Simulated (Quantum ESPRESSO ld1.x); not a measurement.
Tb XIII, configuration [Kr] 4d10 4f5 5s2.

Method: Dirac Kohn-Sham, revPBE, spin-unpolarised, spherical densities, point nucleus; open shells are shared between the two j in proportion to 2j + 1; computed with ld1.x of Quantum ESPRESSO 7.5.

Energy parts (eV):
total: -317735
kinetic: 347675
electron-nucleus: -769813
Hartree: 111184
exchange-correlation: -6781

Orbitals (lengths in bohr, moments of r in powers of bohr):
orbital	occ.	eigenvalue (eV)	<r^4>	<r^2>
1s1/2	2	-52042.832	1.063e-06	0.0006314
2s1/2	2	-8818.283	0.0001675	0.009827
2p1/2	2	-8390.423	0.0001034	0.007125
2p3/2	4	-7643.845	0.0001370	0.008355
3s1/2	2	-2139.322	0.006452	0.06532
3p1/2	2	-1953.568	0.005847	0.06075
3p3/2	4	-1799.353	0.007214	0.06774
3d3/2	4	-1479.862	0.005180	0.05389
3d5/2	6	-1446.233	0.005527	0.05583
4s1/2	2	-605.651	0.1510	0.3237
4p1/2	2	-532.388	0.1683	0.3376
4p3/2	4	-496.942	0.2045	0.3726
4d3/2	4	-375.726	0.2648	0.4110
4d5/2	6	-369.098	0.2805	0.4233
4f5/2	2.14286	-221.969	0.5188	0.5284
4f7/2	2.85714	-220.819	0.5314	0.5353
5s1/2	2	-236.981	2.730	1.409

The highest occupied level is 4f7/2 at -220.82 eV. Summed over all electrons, <r^2> = 13.62 bohr^2, which gives a Langevin (diamagnetic) susceptibility term of -10.8 x 10^-6 cm^3/mol. The density falls to 0.001 e/bohr^3 at r = 2.19 bohr. For comparison, the ionisation energy in NIST's Atomic Spectra Database is 250 eV (theoretical). In exact Kohn-Sham theory the highest level is minus the ionisation energy, but local and semilocal functionals leave it too shallow, through self-interaction and a potential that decays too fast; potentials with the right tail come closer.

Beside tabulated values, note that spin-unpolarised runs miss the spin-polarisation part of the exchange energy of open shells.
